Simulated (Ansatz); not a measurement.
Bond stretch in BH, singlet.

Level of theory: full CI/aug-cc-pVQZ, frozen core run with Ansatz (a program for electronic structure).

Question: Relative to R = 1.24 Å, what are the energies at R = 1.18, 1.38, 1.66, 4.35 Å?

Answer: 0.029 eV at 1.18 Å, 0.158 eV at 1.38 Å, 0.880 eV at 1.66 Å, 3.648 eV at 4.35 Å.
